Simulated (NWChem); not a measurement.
C5H9O, doublet; SMILES C[CH]CC(C)=O

```xyz
15

C      0.3492    -2.3311    -0.2714
C     -0.6764    -1.2624    -0.1790
C     -0.6195    -0.1495     0.8117
C     -0.0868     1.1253     0.1490
C      1.4107     1.2308    -0.0047
O     -0.8364     1.9826    -0.2484
H     -0.0639    -3.2501    -0.7167
H      1.2109    -2.0456    -0.9108
H      0.7653    -2.5865     0.7174
H     -1.4180    -1.1724    -0.9797
H      0.0221    -0.4241     1.6661
H     -1.6269     0.0988     1.1832
H      1.6610     2.0920    -0.6370
H      1.8341     0.3093    -0.4324
H      1.8719     1.3635     0.9880
```
Atoms are numbered in this order, from 1.

All runs: NWChem. Spin-unrestricted. Geometry: optimised at PBE0/def2-SVP, spin-unrestricted. Not confirmed as a minimum by frequencies. No stability test was run on the SCF state. B3LYP is NWChem's, with the RPA form of VWN correlation. Fermi-contact couplings, non-relativistic, static geometry.

For level B3LYP/pcJ-1:

```yaml
A(iso) 13C atom 2 (MHz): 105
A(iso) 13C atom 4 (MHz): 71.2
A(iso) 1H atom 7 (MHz): 42.3
A(iso) 1H atom 10 (MHz): -60.6
A(iso) 1H atom 12 (MHz): 73.9
```

How do the values read with level PBE/pcJ-1 instead?

The A(iso) 13C atom 2 (MHz) is 89 and the A(iso) 13C atom 4 (MHz) is 68.0. The A(iso) 1H atom 7 (MHz) is 39.6 and the A(iso) 1H atom 10 (MHz) comes out as -55.2. The A(iso) 1H atom 12 (MHz) is 72.0.
